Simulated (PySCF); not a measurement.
Computed properties of InFClBr, SMILES [F][In]([Cl])[Br]

InFClBr, SMILES [F][In]([Cl])[Br]. Geometry optimised at PBE0-D3(BJ)/def2-SVP. The def2 effective core potentials stand for the cores of In; spin–orbit coupling is left out. Other conformers were not sampled. All values are computed for the isolated molecule unless a solvent is named; none is compared with measurement here.

**Structure.** The optimised structure has Cs symmetry. All 6 harmonic modes at PBE0-D3(BJ)/def2-SVP (PySCF) are real, so it is a minimum. With heavy atoms numbered as in [In:1]([F:2])([Cl:3])[Br:4], the shortest bond between them is In1–F2 at 1.943 Å and the longest In1–Br4 at 2.444 Å.

**Vibrations.** The strongest infrared lines (harmonic, unscaled, degenerate partners summed) lie at 629 cm⁻¹ (59 km/mol, F 85 %, In 15 %), 390 cm⁻¹ (48 km/mol, Cl 72 %, In 26 %), 122 cm⁻¹ (25 km/mol, F 75 %, Cl 12 %). The softest mode is at 76 cm⁻¹ and the zero-point energy is 2.3 kcal/mol.

**Electronic structure.** CAM-B3LYP/def2-TZVPD (PySCF) places the frontier levels at -10.49 and -2.37 eV, a gap of 8.12 eV, and gives a dipole moment of 1.27 D and a mean polarisability of 70.7 bohr³.

**Excitations.** TDA-CAM-B3LYP/def2-SVPD (PySCF) has S1 at 4.73 eV (262 nm, f = 0.019, weak); the most intense of the 10 singlets computed lies at 6.12 eV (f = 0.09). T1 (TDA) is at 4.30 eV, 0.43 eV under S1. No vertical singlet excitation falls in the visible range (under 3.1 eV).
